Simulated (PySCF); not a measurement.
Method: B3LYP-D3(BJ)/def2-TZVP // PBE0-D4/def2-SVP (PySCF). Isolated molecules, 0 K electronic values unless said otherwise. One relaxed conformer stands for a flexible species; it need not be the lowest. B3LYP has the VWN-RPA correlation part, as in Gaussian. Excitations are Tamm–Dancoff values on a coarser integration grid. The basis has no diffuse functions, so Rydberg states are missing or too high.

Reference species (SMILES): `CC[Si](CC)(CC)S` (neutral, multiplicity 1).

```
Item                     Result
----------------------  -------
T1 excitation (TDA)     5.39 eV
S1–T1 gap (TDA)         0.48 eV
S1 oscillator strength    0.002
```

Changed species: `CC[Si](CC)(CC)CC` (0 of 4 C2H5 replaced by SH; the reference has 1 of 4 C2H5 replaced by SH).

Predict the effect on the T1 excitation (TDA), S1–T1 gap (TDA) and S1 oscillator strength.

the T1 excitation (TDA) increases by 1.66 eV, to 7.05 eV; the S1–T1 gap (TDA) drops by 0.32 eV, to 0.16 eV; the S1 oscillator strength hardly moves.
